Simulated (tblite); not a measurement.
C₅H₁₃BGe.
SMILES with atom numbers: `[CH3:1][GeH2:2][C@H:3]1[BH:4][CH2:5][CH2:6][CH2:7]1` (hydrogens: H8, H9, H10 on C1; H11, H12 on Ge2; H13 on C3; H14 on B4; H15, H16 on C5; H17, H18 on C6; H19, H20 on C7)

Computed with GFN2-xTB (tblite), gas phase: L-BFGS steps from a force-field or distance-geometry start until the largest atomic force falls under 0.01 eV/Å.

Geometry at step 6:
```
atom  x, y, z in Å
C1      2.1346    1.0530   -0.0051
Ge2     1.7487   -0.7684    0.6040
C3     -0.2019   -1.1485    0.4783
B4     -0.9761   -0.1698    1.4017
C5     -1.8164    0.7796    0.4808
C6     -1.3855    0.4697   -0.9614
C7     -0.7314   -0.9170   -0.9469
H8      1.9047    1.1680   -1.0617
H9      1.5270    1.7661    0.5475
H10     3.1789    1.3144    0.1386
H11     2.5296   -1.7436   -0.2573
H12     2.2210   -0.9283    2.0290
H13    -0.3114   -2.1920    0.7795
H14    -0.9309   -0.1363    2.5687
H15    -1.7133    1.8401    0.7076
H16    -2.8788    0.5710    0.6149
H17    -2.2218    0.4969   -1.6620
H18    -0.6651    1.2228   -1.2850
H19     0.0546   -0.9823   -1.7058
H20    -1.4719   -1.6847   -1.1807
```

Problem. What forces act on the atoms?

Solution. 
| atom | Fx (eV/Å) | Fy (eV/Å) | Fz (eV/Å) |
| --- | --- | --- | --- |
| C1 | 0.033 | 0.189 | -0.051 |
| Ge2 | 0.043 | 0.058 | 0.011 |
| C3 | -0.084 | -0.069 | 0.028 |
| B4 | 0.045 | -0.025 | 0.037 |
| C5 | -0.084 | 0.103 | 0.015 |
| C6 | 0.017 | 0.039 | -0.029 |
| C7 | -0.015 | -0.070 | -0.004 |
| H8 | 0.011 | -0.014 | -0.006 |
| H9 | 0.020 | 0.003 | 0.012 |
| H10 | 0.029 | 0.000 | 0.002 |
| H11 | -0.040 | -0.022 | 0.065 |
| H12 | 0.056 | -0.071 | -0.025 |
| H13 | 0.053 | -0.080 | -0.025 |
| H14 | -0.021 | -0.025 | -0.001 |
| H15 | 0.021 | 0.107 | -0.017 |
| H16 | -0.101 | -0.095 | -0.001 |
| H17 | 0.001 | 0.032 | 0.010 |
| H18 | 0.063 | -0.029 | -0.012 |
| H19 | -0.001 | -0.047 | 0.003 |
| H20 | -0.047 | 0.018 | -0.011 |

The largest, 0.20 eV/Å, acts on C1; the rms over all components is 0.051 eV/Å. The forces sum to zero within rounding, as they must for an isolated molecule in no field.

Problem. Give the force on C1 in Eh/bohr and in nN.

Solution. 0.199 eV/Å ÷ 51.422 = 0.00386 Eh/bohr, and 0.199 eV/Å × 1.602 = 0.32 nN.

Problem. How far is this geometry from the end of the optimisation?

Solution. 0.055 eV above it, and 0.283 Å rms away after alignment. The bonds farthest from their final lengths, with half the difference of the two atoms' forces along the bond (positive lengthens):

```
  bond  now (Å)  final (Å)  force along bond (eV/Å)
Ge2–C3    1.991      2.010                    +0.07
C1–Ge2    1.959      1.974                    +0.07
 B4–C5    1.567      1.576                    +0.08
 C6–C7    1.533      1.528                    +0.04
C5–H16    1.091      1.095                    +0.03
 C3–C7    1.538      1.534                     0.00
```

The angle farthest from its final value is C1–Ge2–C3, 110.5° against 117.1°.

Of the 2 listed bonds off by 0.010 Å or more, this force points towards the final length in 2.

The cost below is that of the whole relaxation. The run took 3.0 s wall on one thread of an Intel Xeon at 2.50 GHz (shared host).
